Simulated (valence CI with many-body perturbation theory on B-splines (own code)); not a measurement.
Results of a calculation; reference values are marked as such.
**Ladder of approximations for Os3+**

Level of theory: relativistic CI+MBPT: five valence electrons over a frozen Dirac-Fock core [Xe] 4f14, radial functions for each j: 7 s, 7 p, 8 d, 6 f, 4 g, 1 h, with the one-electron correlation potential Σ1, the two-electron term Σ2, the three-electron term Σ3, Breit, model QED; selected CI, second order for the rest, scaled by the run's own slope (own B-spline code, finite nucleus).

No measured spectrum was set against this ion. As an estimate, terms of the open shell hold to 2 to 4 % of their energy, and close levels can change places; different configurations can be misplaced against each other by 1,000 to 8,000 cm⁻¹. Core correlation moves these levels by up to 13000 cm⁻¹, and in measured spectra 5 to 20 % of such shifts remained as error; rates that hang on mixing are uncertain with them. Among the levels kept, up to 1600 cm⁻¹ of a level comes from second order outside the variational space, and about a tenth of that is noise between levels of different J, which matters for small intervals. Only levels of the ground parity were solved; by the run's estimate the other parity begins above the list, which can be wrong where configurations are misplaced.

Each rung adds one term. CI alone is the Dirac-Coulomb CI over the frozen core; QED comes last and gives the full result, which names the levels. Energies are above (5d3/2^3 5d5/2^2) J=5/2 [a] on the same rung, in cm⁻¹.

Levels are named by their leading jj configuration (3d3/2^4 stands for four electrons in 3d with j = 3/2), which in mixed levels can hold well under half, so a name can repeat and another be missing. Letters in brackets count levels of one name in rising energy.

```tsv
Level	CI alone
(5d3/2^4 5d5/2) J=5/2	16032
(5d3/2^3 5d5/2^2) J=7/2 [a]	19984
(5d3/2^3 5d5/2^2) J=3/2	19447
(5d3/2^3 5d5/2^2) J=5/2 [b]	20388
(5d3/2^3 5d5/2^2) J=11/2	21174
(5d3/2^2 5d5/2^3) J=9/2 [a]	21639
(5d3/2^3 5d5/2^2) J=1/2 [a]	20964
(5d3/2^2 5d5/2^3) J=7/2 [a]	24830
(5d3/2^3 5d5/2^2) J=5/2 [c]	25724
(5d3/2^2 5d5/2^3) J=1/2	26578
(5d3/2^2 5d5/2^3) J=3/2 [a]	27429
(5d3/2^2 5d5/2^3) J=11/2	30595
(5d3/2^3 5d5/2^2) J=7/2 [b]	31816
(5d3/2^2 5d5/2^3) J=3/2 [b]	30840
(5d3/2^2 5d5/2^3) J=9/2 [b]	32346
(5d3/2^2 5d5/2^3) J=13/2	33387
```

Task: What do these energies become with core correlation, Breit and QED?

Result: (5d3/2^4 5d5/2) J=5/2 16448 (+417); (5d3/2^3 5d5/2^2) J=7/2 [a] 20459 (+475); (5d3/2^3 5d5/2^2) J=3/2 21072 (+1626); (5d3/2^3 5d5/2^2) J=5/2 [b] 21562 (+1174); (5d3/2^3 5d5/2^2) J=11/2 21590 (+416); (5d3/2^2 5d5/2^3) J=9/2 [a] 22221 (+582); (5d3/2^3 5d5/2^2) J=1/2 [a] 23365 (+2401); (5d3/2^2 5d5/2^3) J=7/2 [a] 26294 (+1464); (5d3/2^3 5d5/2^2) J=5/2 [c] 27990 (+2267); (5d3/2^2 5d5/2^3) J=1/2 29271 (+2693); (5d3/2^2 5d5/2^3) J=3/2 [a] 30425 (+2996); (5d3/2^2 5d5/2^3) J=11/2 31034 (+440); (5d3/2^3 5d5/2^2) J=7/2 [b] 33130 (+1314); (5d3/2^2 5d5/2^3) J=3/2 [b] 33569 (+2729); (5d3/2^2 5d5/2^3) J=9/2 [b] 33828 (+1481); (5d3/2^2 5d5/2^3) J=13/2 33956 (+570).

Task: How does the ionisation energy move along the ladder, and which term matters most?

Result: CI alone 39.643, + Σ1 40.698, + Σ2 41.525, + Σ3 41.504, + Breit 41.539, + QED 41.542 eV. The largest step is Σ1, 1.055 eV. NIST lists 41 ± 1.7 eV (theoretical).
